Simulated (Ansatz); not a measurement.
Input file for Ansatz (an electronic-structure program): R-CCSD(T)/def2-TZVPP on H3Sb (SMILES [SbH3]). Elements past Kr take the def2 small-core potentials; no spin–orbit coupling. The run froze 9 orbitals, filled d shells among them.

Ansatz 0.2 input:
```yaml
crystal:
  periodic: [false, false, false]
  atoms:
    - {symbol: Sb, position_ang: [0.00020439, 0.00027009, 0.05360962]}
    - {symbol: H, position_ang: [-0.57157025, 1.29281401, -0.91573418]}
    - {symbol: H, position_ang: [-0.84300952, -1.14525532, -0.90241615]}
    - {symbol: H, position_ang: [1.40415605, -0.16133324, -0.91594054]}
basis:
  gaussian:
    orbitals: def2-TZVPP
magnetization: {spin_polarized: false}
correlation: {method: ccsd_t, electrons: outside_noble_gas}
accuracy: high
relax: {f_tol: 0.0005, max_steps: 60}
scf: {lower_state_search: off}
output: {forces: true}
```

Give the final energy of this run.

-241.1535 hartree (reference determinant -240.9805, T1 diagnostic 0.014).

How many basis functions does it have, and what does it roughly cost on one machine?

92 functions; around 2.7 core-minutes (rough).
